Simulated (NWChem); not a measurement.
**Electron attachment to C2H2N3**

```xyz
7

C      0.6131     0.9640     0.0000
N     -0.6672     1.0336     0.0000
C     -1.0268    -0.2845     0.0000
N     -0.0159    -1.1297     0.0000
N      1.0476    -0.3022     0.0000
H     -2.0620    -0.6237     0.0000
H      1.9921    -0.6657     0.0000
```
Charge 0, spin multiplicity 2.

The numbers come from NWChem runs, not from measurements. All single points use one geometry, from UPBE0/def2-SVP, a minimum by its harmonic frequencies.

Basis set: def2-SVPD. The species with one electron more has spin multiplicity 1 and keeps the geometry of the parent. Δ marks differences of total energies (open shells unrestricted). −ε marks an orbital energy of the parent. That orbital need not have the symmetry of the hole or added electron in the Δ rows. The basis adds only a small set of diffuse functions.

The correlated methods keep 5 core orbitals frozen. B3LYP has NWChem's definition, with VWN1-RPA local correlation. The structure started from a generated list of species. The unpaired electrons of the parent sit in orbitals of symmetry a' (Cs labels of the run); other states weren't searched. The stability of the SCF solutions was not checked.

**Question.** Order these methods by the vertical electron affinity they give, lowest first: G0W0@LDA (SVWN5), ΔB3LYP, G0W0@PBE, −ε(beta LUMO) of LDA (SVWN5), ΔB2PLYP.

**Answer.** ΔB2PLYP (1.60 eV), ΔB3LYP (1.68 eV), G0W0@PBE (1.86 eV), G0W0@LDA (SVWN5) (2.14 eV), −ε(beta LUMO) of LDA (SVWN5) (5.22 eV)
